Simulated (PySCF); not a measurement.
TeF₃, SMILES F[Te+](F)F, charge +1. Heavy atoms are numbered as in [Te+:1]([F:2])([F:3])[F:4].

Coordinates come from a B3LYP-D3(BJ)/def2-SVP optimisation. The multiplicity is an assumed one; other spin states were not compared. The isomer is the one that the SMILES or the coordinates give; other isomers of the formula were not compared. The def2 effective core potentials stand for the cores of Te; spin–orbit coupling is left out.

These are PySCF with PBE0/def2-TZVPD values and carry that method's errors.

Mulliken values depend strongly on the basis, most of all with diffuse functions as here. ESP charges are fitted to the potential on shells at 1.4 to 2.0 van der Waals radii. Atomic charges (e), one atom of each kind:

```
atom  ESP fit  Mulliken
----  -------  --------
Te1      1.47      2.04
F2      -0.16     -0.35
```
